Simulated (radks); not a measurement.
Fractional charge and spin in the 4s shell of germanium: the spin-up occupation runs from 0 to 1 and the spin-down occupation from 0 to 1; the fullest corner is Ge, [Ar] 3d10 4p(up 1, down 1) 4s(up 1, down 1). Method: non-relativistic Kohn-Sham, BLYP, spin-polarised, spherical densities, point nucleus; computed with a radial shooting solver on a logarithmic mesh with Libxc functionals. Energy (eV) minus the two flat planes that join the four corners (they meet along the diagonal where the two added fractions sum to one electron); zero is where a piecewise linear energy would lie.

down \ up,0,0.25,0.5,0.75,1
0,0.000,-0.925,-1.225,-0.913,0.000
0.25,-0.925,-1.161,-0.789,0.178,-0.811
0.5,-1.225,-0.789,0.238,-0.696,-1.068
0.75,-0.913,0.178,-0.696,-1.012,-0.791
1,0.000,-0.811,-1.068,-0.791,0.000

Corners above the fullest one (they belong to Ge+ and the next ion): (up 1, down 0) 15.482 eV, (up 0, down 1) 15.482 eV, (up 0, down 0) 41.116 eV. With half an added electron in each spin the energy lies 0.238 eV from the planes, and with half an added electron in spin up alone -1.225 eV. The planes are only a guide here: the flat-plane condition holds for ground states with one frontier orbital, while this shell lies below other occupied shells, so the corners above the fullest one are inner-hole states and not the ground states of those ions.
